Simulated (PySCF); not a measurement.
Zn(tBu)(OH), SMILES C[C](C)(C)[Zn][OH], GFN2-xTB optimised geometry.

```
16

Zn     0.48    -1.33     0.00
C     -0.84     0.23     0.00
C     -0.54     1.01    -1.27
C     -2.32    -0.12     0.06
C     -0.45     1.07     1.21
H     -1.09     1.96    -1.26
H     -0.85     0.46    -2.16
H      0.52     1.24    -1.36
H     -2.63    -0.71    -0.80
H     -2.56    -0.67     0.97
H     -2.91     0.80     0.06
H     -0.69     0.56     2.14
H      0.62     1.29     1.21
H     -0.99     2.01     1.19
O      2.24    -1.33     0.00
H      2.91    -2.01     0.00
```

Density from PBE0/def2-TZVP run with PySCF at that geometry.

Minimum of the electron density along straight lines between bonded atoms, close to the bond critical point (lines longer than 1.1 times the sum of covalent radii, or with two minima, are not listed):

```
bond     length / Å  ρ at the minimum / e bohr⁻³  ∇²ρ there / e bohr⁻⁵  position (fraction from the first atom)
-------  ----------  ---------------------------  --------------------  ---------------------------------------
Zn1–C2        2.042                   (withheld)                  0.17                                     0.49
C2–C3         1.525                        0.246                 -0.60                                     0.50
C2–C4         1.524                        0.248                 -0.61                                     0.50
C2–C5         1.525                        0.246                 -0.60                                     0.50
C3–H6         1.093                        0.275                 -0.93                                     0.64
C3–H7         1.089                        0.279                 -0.95                                     0.64
C3–H8         1.089                        0.279                 -0.96                                     0.64
C4–H9         1.087                        0.279                 -0.96                                     0.64
C4–H10        1.087                        0.279                 -0.96                                     0.64
C4–H11        1.093                        0.275                 -0.93                                     0.64
C5–H12        1.089                        0.278                 -0.95                                     0.64
C5–H13        1.089                        0.279                 -0.96                                     0.64
C5–H14        1.093                        0.274                 -0.93                                     0.64
Zn1–O15       1.762                        0.136                  0.80                                     0.50
O15–H16       0.953                   (withheld)            (withheld)                                     0.81
```

Question: Complete the blanks.

Answer: 
- Zn1–C2, ρ at the minimum / e bohr⁻³: 0.096
- O15–H16, ρ at the minimum / e bohr⁻³: 0.365
- O15–H16, ∇²ρ there / e bohr⁻⁵: -2.49
